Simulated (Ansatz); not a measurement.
(HfO2)n: PBE-D4/def2-SVP single points in Ansatz on relaxed structures, gas phase. Each cluster is the lowest isomer that a short search found in that spin, judged at the geometry's level, and lower ones may exist. Core potentials for Hf, no spin–orbit coupling. Binding counts from free atoms in the multiplicity of their measured ground term, without zero-point energy. Singlets are spin-restricted. The structures are stationary points that may keep the symmetry of their start.

| species | atoms | state | geometry | HOMO (eV) | LUMO (eV) | gap (eV) | binding per atom (eV) | point group (within 0.1 Å) |
| --- | --- | --- | --- | --- | --- | --- | --- | --- |
| HfO2 | 3 | singlet | B3LYP-D4/def2-TZVP | -5.18 | -4.07 | 1.12 | 4.99 | C2v |
| Hf3O6 | 9 | singlet | PBE-D4/def2-SVP | -5.84 | -3.37 | 2.47 | 6.20 | – |

Q: Estimate the rows for Hf2O4 (singlet, r2SCAN-D4/def2-SVP geometry).

A: 
| species | atoms | state | geometry | HOMO (eV) | LUMO (eV) | gap (eV) | binding per atom (eV) | point group (within 0.1 Å) |
| --- | --- | --- | --- | --- | --- | --- | --- | --- |
| Hf2O4 | 6 | singlet | r2SCAN-D4/def2-SVP | -5.92 | -3.22 | 2.70 | 6.02 | C2h |

The gap (eV) runs from 1.12 (HfO2) to 2.70 (Hf2O4). The binding per atom (eV) runs from 4.99 (HfO2) to 6.20 (Hf3O6).
